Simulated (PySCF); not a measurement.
Species: C6H9BGeO.
SMILES: `[GeH3][O]C1=CC=CC=CB1`

Method: TDDFT CAM-B3LYP/def2-SVPD, vertical, gas phase, core orbitals frozen in the response (PySCF 2.14.0, density-fitted response routines). Isolated species at its PBE0-D3(BJ)/def2-SVP geometry (one conformer only). Relativistic effects, spin–orbit coupling among them, are left out although an element past zinc is present. Torsions of this conformer, `[GeH3:1][O:2][C:3]1=[CH:4][CH:5]=[CH:6][CH:7]=[CH:8][BH:9]1`: Ge1–O2–C3–C4 -179°.

Each state is given a Gaussian of 0.3 eV full width at half maximum, with ε(max) = 2.175×10⁸ f / Δν̃ (Δν̃ the width in cm⁻¹). The width is an assumption, not a result. The curve ends short of the highest state used, and states not computed would add to its high-energy end.

| E (eV) | ε (L mol⁻¹ cm⁻¹) |
| --- | --- |
| 3.65 | 13 |
| 3.70 | 49 |
| 3.74 | 125 |
| 3.79 | 354 |
| 3.83 | 727 |
| 3.88 | 1561 |
| 3.92 | 2583 |
| 3.96 | 3899 |
| 4.01 | 5781 |
| 4.05 | 7290 |
| 4.10 | 9045 |
| 4.14 | 10445 |
| 4.19 | 12518 |
| 4.23 | 14579 |
| 4.28 | 17341 |
| 4.32 | 19045 |
| 4.37 | 19526 |
| 4.41 | 18187 |
| 4.46 | 14665 |
| 4.50 | 11103 |
| 4.55 | 6846 |
| 4.59 | 4166 |
| 4.64 | 1951 |
| 4.68 | 952 |
| 4.73 | 338 |
| 4.77 | 132 |
| 4.82 | 36 |
| 4.86 | 11 |
| 4.90 | 3 |
| 4.95 | 1 |
| 4.99 | 0 |
| 5.04 | 0 |
| 5.08 | 0 |
| 5.13 | 0 |
| 5.17 | 0 |
| 5.22 | 0 |
| 5.26 | 1 |
| 5.31 | 5 |
| 5.35 | 17 |
| 5.40 | 65 |
| 5.44 | 184 |
| 5.49 | 595 |
| 5.53 | 1379 |
| 5.58 | 3462 |

**Question.** Where are the band maxima, and which computed states make them?

**Answer.** 285 nm (4.36 eV), ε about 20000, made up of S2 (95%) (ε in L mol⁻¹ cm⁻¹; maxima over ε = 5, shares over 10%). At its high-energy end, 5.58 eV, the curve is still rising (ε about 3500, from S5). The states used: S1 4.10 eV (f 0.078); S2 4.37 eV (f 0.209); S3 5.52 eV (f 0.0001); S4 5.78 eV (f 0.0018); S5 5.85 eV (f 0.363); S6 5.92 eV (f 0.0013); S7 6.04 eV (f 0.620); S8 6.07 eV (f 0.013); S9 6.10 eV (f 0.0004); S10 6.18 eV (f 0.0015).

**Question.** On this curve, what absorbance would a 10⁻⁴ mol/L sample give at 280 nm over a 1 cm path?

**Answer.** 280 nm is 4.428 eV, where ε is about 17000 L mol⁻¹ cm⁻¹, so A = ε c l ≈ 1.7 (Beer–Lambert, with the gas-phase spectrum and the assumed width).

**Question.** What would ε be at 4.36 eV, the highest of these maxima, with half the width (0.15 eV)?

**Answer.** About 37200 L mol⁻¹ cm⁻¹ against 19600, a factor of about 1.9; a lone state at its own centre would give exactly 2.

**Question.** Coming from long wavelengths, where does ε first pass 100 L mol⁻¹ cm⁻¹?

**Answer.** At about 332 nm (3.73 eV), 0.37 eV below S1.

The vertical ionisation energy (ΔSCF) is 8.08 eV, 1.90 eV above S10.

Time: 8.5 min (grids of density and orbitals included); peak memory 1.6 GiB. Hardware: one thread of an Arm Neoverse N1, shared host with 64 logical CPUs at a one-minute load of 51.
